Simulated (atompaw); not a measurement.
**Cutoff test, Zr (Z = 40), PAW (atompaw)**

Zr (Z = 40), PAW, made with atompaw 4.2.0.5 (PBE, scalar-relativistic). Core [Kr], reference 4d2.5 5s1.5 5p0. Waves: 5s (bound): rc 3.00 bohr; 5s channel at 0.6 Ry: rc 3.00 bohr; 5p (bound, empty): rc 3.00 bohr; 5p channel at 0.4 Ry: rc 3.00 bohr; 4d (bound): rc 2.15 bohr; 4d channel at 0.5 Ry: rc 3.00 bohr. Local part: bessel scheme, radius 3.00 bohr. Core correction: smooth core density matched at 1.85 bohr. Augmentation charge: sinc compensation charge, radius 2.40 bohr; PAW radius 3.00 bohr; waves and projectors: custom rrkj gramschmidtortho.

The pseudo-atom Hamiltonian at the reference potential is diagonalised in spherical Bessel functions j_l(qr) that vanish at 20 bohr, with q² up to the cutoff. All-electron valence levels (Ry): 5s -0.3027, 5p -0.0961, 4d -0.2139.

Question: How do the lowest levels (Ry) of each channel move with the cutoff, and are there ghosts?

Answer:

| cutoff (Ry) | s #1 | p #1 | p #2 | d #1 | f #1 | f #2 | Σ f·Δε (mRy) |
| --- | --- | --- | --- | --- | --- | --- | --- |
| 8 | -0.3027 | -0.0960 | 0.0450 | -0.0793 | 0.0994 | 0.2137 | 336.5 |
| 10 | -0.3027 | -0.0960 | 0.0014 | -0.1236 | 0.0994 | 0.2137 | 225.6 |
| 12 | -0.3027 | -0.0960 | -0.0014 | -0.1688 | 0.0994 | 0.2137 | 112.8 |
| 15 | -0.3027 | -0.0961 | -0.0118 | -0.1967 | 0.0994 | 0.2137 | 43.0 |
| 21 | -0.3027 | -0.0961 | -0.0171 | -0.2133 | 0.0994 | 0.2137 | 1.4 |
| 25 | -0.3027 | -0.0961 | -0.0187 | -0.2136 | 0.0994 | 0.2137 | 0.6 |
| 30 | -0.3027 | -0.0961 | -0.0196 | -0.2137 | 0.0994 | 0.2137 | 0.5 |
| 35 | -0.3027 | -0.0961 | -0.0199 | -0.2138 | 0.0994 | 0.2137 | 0.2 |
| 400 | -0.3027 | -0.0961 | -0.0208 | -0.2139 | 0.0994 | 0.2137 | 0.0 |

Result: no extra level below or beside the all-electron valence levels (s, p, d, f tested); 10 mRy is reached at 18 Ry and 1 mRy at 25 Ry.
